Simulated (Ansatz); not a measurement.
The cluster Ta4. Charge 0, multiplicity 1. Geometry PBE-D4/def2-SVP.

```xyz
4

Ta   -0.784   -0.419   -1.804
Ta    0.783    0.419    1.804
Ta   -1.199    0.485    0.408
Ta    1.199   -0.486   -0.408
```

In the def2 sets Ta takes a core potential; there is no spin–orbit coupling. The restricted singlet is unstable towards broken spin symmetry at other levels; at PBE-D4/def2-TZVP, r2SCAN-D4/def2-TZVP, B97M-V/def2-TZVP, PBE0-D4/def2-TZVP this wasn't settled. No other spin state of charge 0 was run. The geometry of the singlet was relaxed on an unsound state (restricted singlet, unstable towards broken spin symmetry at other levels and untested here). Another isomer (singlet) lies 1.42 eV lower at PBE0-D4/def2-TZVP; other spin states weren't run for this one.

Q: Estimate the orbital energies around the gap (eV) in Ansatz with PBE-D4/def2-TZVP, r2SCAN-D4/def2-TZVP, B97M-V/def2-TZVP, PBE0-D4/def2-TZVP.

A: 
```csv
orbital,PBE-D4/def2-TZVP,r2SCAN-D4/def2-TZVP,B97M-V/def2-TZVP,PBE0-D4/def2-TZVP
HOMO−5,-5.01,-5.12,-4.97,-5.72
HOMO−4,-4.43,-4.56,-4.41,-5.18
HOMO−3,-4.29,-4.37,-4.10,-4.87
HOMO−2,-4.20,-4.26,-4.07,-4.67
HOMO−1,-4.00,-3.94,-3.78,-4.33
HOMO,-3.69,-3.79,-3.62,-4.32
LUMO,-3.02,-2.87,-2.95,-2.34
LUMO+1,-2.88,-2.83,-2.68,-2.12
LUMO+2,-2.49,-2.35,-2.37,-1.76
LUMO+3,-2.43,-2.20,-2.23,-1.63
LUMO+4,-1.71,-1.61,-1.70,-1.05
LUMO+5,-1.52,-1.29,-1.34,-0.69
```
